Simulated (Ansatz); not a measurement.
FH₄NSiZn (`[NH2][Zn][SiH2]F`), 8 atoms. Total charge 0; spin multiplicity 1. For Zn the d shell is correlated and the shells below it are frozen. Scalar relativity is left out up to krypton. All runs use 4 threads of an Arm Neoverse V2 on a shared host. Correlated methods freeze the cores.

Task: How many basis functions does each run have, and how long does it take in Ansatz? RKS ωB97M-V/def2-QZVPP energy; direct RPA on PBE orbitals with 3s3p of Cu, Zn/def2-TZVPP energy; RKS LC-ωPBE/def2-TZVPP energy; RHF-MP2 with 3s3p of Cu, Zn/def2-QZVPP energy; RKS PBE0-D4/def2-QZVPP energy; RKS r2SCAN0-D4/def2-TZVPP energy; RKS PBE0-D4/def2-TZVP relaxation (15 steps); RKS B3LYP-D4/def2-TZVPP energy and forces; RKS PBE0-D4/def2-SVP energy; RKS PBE0-D4/def2-TZVP frequencies; RHF-CCSD(T) with 3s3p of Cu, Zn/def2-TZVPP energy; RHF-CCSD(T) with 3s3p of Cu, Zn/def2-SVP energy. (Estimate.)

Result: The calculation gave: Other jobs shared the machine, so times are rough.

```json
{"level": "RKS PBE0-D4/def2-SVP", "job": "energy", "functions": "97", "wall time": "1 s", "peak host memory (GiB)": "0.19"}
{"level": "RKS LC-ωPBE/def2-TZVPP", "job": "energy", "functions": "224", "wall time": "2 s", "peak host memory (GiB)": "0.37"}
{"level": "RHF-CCSD(T) with 3s3p of Cu, Zn/def2-SVP", "job": "energy", "functions": "97", "wall time": "3 s", "peak host memory (GiB)": "0.35"}
{"level": "RKS B3LYP-D4/def2-TZVPP", "job": "energy and forces", "functions": "224", "wall time": "3.8 s", "peak host memory (GiB)": "0.61"}
{"level": "direct RPA on PBE orbitals with 3s3p of Cu, Zn/def2-TZVPP", "job": "energy", "functions": "224", "wall time": "4 s", "peak host memory (GiB)": "0.45"}
{"level": "RKS r2SCAN0-D4/def2-TZVPP", "job": "energy", "functions": "224", "wall time": "4.3 s", "peak host memory (GiB)": "0.59"}
{"level": "RKS PBE0-D4/def2-QZVPP", "job": "energy", "functions": "404", "wall time": "6.5 s", "peak host memory (GiB)": "1.4"}
{"level": "RHF-MP2 with 3s3p of Cu, Zn/def2-QZVPP", "job": "energy", "functions": "404", "wall time": "13 s", "peak host memory (GiB)": "1.8"}
{"level": "RKS ωB97M-V/def2-QZVPP", "job": "energy", "functions": "404", "wall time": "17 s", "peak host memory (GiB)": "1.6"}
{"level": "RKS PBE0-D4/def2-TZVP", "job": "relaxation (15 steps)", "functions": "171", "wall time": "37 s", "peak host memory (GiB)": "0.45"}
{"level": "RKS PBE0-D4/def2-TZVP", "job": "frequencies", "functions": "171", "wall time": "82 s", "peak host memory (GiB)": "0.44"}
{"level": "RHF-CCSD(T) with 3s3p of Cu, Zn/def2-TZVPP", "job": "energy", "functions": "224", "wall time": "95 s", "peak host memory (GiB)": "3.5"}
```

B3LYP here is the variant with VWN-RPA as its local correlation; programs differ in this. LC-ωPBE has ω = 0.4 bohr⁻¹.
